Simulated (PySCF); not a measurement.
**Diatomic anions of C with the second period**

PBE0 with double-zeta basis sets in PySCF, for the lowest determinant that a PBE0 search found; no spin–orbit coupling. De refers to high-spin ground-configuration atoms (the charge goes to the atom of lower measured ionisation energy or higher electron affinity, which is not always the lowest computed limit). A positive dipole points towards C; it is taken about the centre of mass and depends on that origin.

```
 M        basis  charged atom  state (unpaired electrons)  Re (Å)  ωe (cm⁻¹)  De (eV)  μ (D)
Be    def2-SVPD            C−         quartet (σ ↑, π ↑↑)   1.687        862      n/a   0.77
 B  aug-cc-pVDZ            C−          triplet (σ ↑, π ↑)   1.438       1347     5.17  -0.56
 C  aug-cc-pVDZ            C−               doublet (σ ↑)   1.273       1853     7.98    n/a
 N  aug-cc-pVDZ            C−      singlet (closed shell)   1.182       2137    10.01  -0.62
 F  aug-cc-pVDZ            F−              triplet (π ↑↑)   1.440        803     3.03  -3.57
```

The shortest bond is that of CN⁻ (1.182 Å), the longest that of BeC⁻ (1.687 Å).

The rows differ in basis set, which adds steps of its own.

The state changes along the series, so neighbouring rows are not always alike in their bonding.

For an ion De counts to the pair picked by the measured ionisation energies or electron affinities, which need not be the lowest pair at this level. The highest Kohn–Sham level is positive in some of these anions. Much of that is self-interaction error, but it also means that the finite basis helps to hold the extra electron. States were picked by a PBE0 search and need not be the measured ground states.
